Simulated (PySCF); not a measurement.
Excited states of Ca²⁺ (calcium, charge +2)

Ground state [Ar], ¹S. Computed with PySCF 2.14 in x2c-SVPall with two added diffuse shells of s type (7s3p2d, 26 functions), with scalar relativity by spin-free X2C-1e. Vertical excitation energies in eV without spin-orbit coupling; excited terms of each kind are numbered among those the solver found. Frozen: [Ne].

```csv
term,leading excitation,EOM-EE-CCSD
1 3P°,3p → d,26.580
1 3F°,3p → d,27.807
1 1D°,3p → d,29.486
1 3D°,3p → d,29.506
1 1F°,3p → d,29.576
1 1P°,3p → s,31.465
1 3S,3p → p,34.678
1 3D,3p → p,35.199
1 1D,3p → p,35.336
1 1P,3p → p,35.503
1 3P,3p → p,35.527
1 1S,3p → p,36.399
2 3D,3s → d,48.106
2 1D,3s → d,49.010
```

The solver can miss terms. Rydberg members are limited by the diffuse functions of the basis.
